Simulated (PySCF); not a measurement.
From computed data to an observable: dipole moment from atomic charges

H2OSZn, SMILES [OH][Zn][SH]. Atoms are numbered in the order given.

```xyz
5

Zn     0.2713    -0.2341    -0.0482
O      1.6877    -1.2888    -0.2092
H      1.5010    -2.2263    -0.2817
S     -1.3609     1.1543     0.1210
H     -1.3688     1.0900     1.4642
```

Geometry: PBE0-D3(BJ)/def2-TZVP. Other conformers were not sampled.

Charges (e) from PySCF with ωB97X/def2-TZVPD:

```json
[
 {"atom": "Zn1", "ESP fit": "0.724", "IAO": "1.349"},
 {"atom": "O2", "ESP fit": "-0.727", "IAO": "-1.096"},
 {"atom": "H3", "ESP fit": "0.313", "IAO": "0.356"},
 {"atom": "S4", "ESP fit": "-0.442", "IAO": "-0.705"},
 {"atom": "H5", "ESP fit": "0.131", "IAO": "0.096"}
]
```

The dipole moment of the full density is 1.48 D.

What dipole moment does each set of point charges give, and which comes closer to that of the density?


μ = Σ q r, and 1 e Å = 4.8032 D.
ESP fit: Σ q r = (-0.139, -0.297, 0.167) e Å, |μ| = 1.77 D.
IAO: Σ q r = (-0.121, -0.405, 0.119) e Å, |μ| = 2.11 D.
ESP fit comes closer in size. Point charges leave out the atoms' own dipoles (lone pairs, polarised bonds); fits to the potential absorb them, partitions of the density don't.
